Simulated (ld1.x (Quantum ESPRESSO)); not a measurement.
Which change was made? (Ta, TM)

```
Element                 : Ta (Z = 73)
Generator               : ld1.x (Quantum ESPRESSO) 7.5
Type                    : norm-conserving Troullier–Martins (Kleinman–Bylander form)
Functional              : LDA (PZ)
Relativity              : scalar-relativistic
Frozen core             : [Kr] 4d10 4f14 5s2
Valence charge          : 11
Reference configuration : 5p6 5d3 6s1.75 6p0 (charge +0.25)
Partial waves           : 5p (bound): rc 1.55 bohr; 5d (bound): rc 2.50 bohr; 5f channel at 0.45 Ry: rc 2.65 bohr; 6s (bound): rc 2.90 bohr
Local potential         : the s channel
Core correction         : a·sin(br)/r model core, default radius (core density twice the valence density)
```

Cutoffs, loose and tight: the cutoffs (Ry, on a coarse ladder) from which the occupation-weighted sum of valence levels, in a spherical-Bessel basis at the reference potential, stays within 10 and 1 mRy of its value at 400 Ry. They do not see the model core or the augmentation charge, which bear on the density cutoff. Test errors are all-electron minus pseudo excitation energies from the reference, over the configurations 5p6 5d3 6s2 6p0; 5p6 5d3 6s1 6p0; 5p6 5d3 6s0 6p0; 5p6 5d4 6s1 6p0; 5p6 5d2 6s2 6p0; 5p6 5d4 6s0 6p0; 5p6 5d2 6s2 6p1 (two spin-polarised tests are not counted in the largest error); variants that change the core or the reference have their own tests.

The base gives: outcome: generated; cutoff, loose: 55 Ry; cutoff, tight: 100 Ry; bound ghosts: none; largest test error (meV): -604.

(1) After one change the result is: outcome: generated; cutoff, loose: 100 Ry; cutoff, tight: 140 Ry; bound ghosts: none; largest test error (meV): -598. Which change was it?
A. all radii but the core radius scaled by about 1.12 (s 3.26, p 1.74, d 2.80, f 2.98 bohr)
B. all radii but the core radius scaled by about 1.32 (s 3.82, p 2.04, d 3.30, f 3.50 bohr)
C. all radii but the core radius scaled by about 0.83 (s 2.42, p 1.30, d 2.08, f 2.20 bohr)

Results:

(1) C. The others give: all radii but the core radius scaled by about 1.32 (s 3.82, p 2.04, d 3.30, f 3.50 bohr) → outcome: generated; cutoff, loose: 25 Ry; cutoff, tight: 40 Ry; bound ghosts: none; largest test error (meV): -504 | all radii but the core radius scaled by about 1.12 (s 3.26, p 1.74, d 2.80, f 2.98 bohr) → outcome: generated; cutoff, loose: 40 Ry; cutoff, tight: 70 Ry; bound ghosts: none; largest test error (meV): -569.
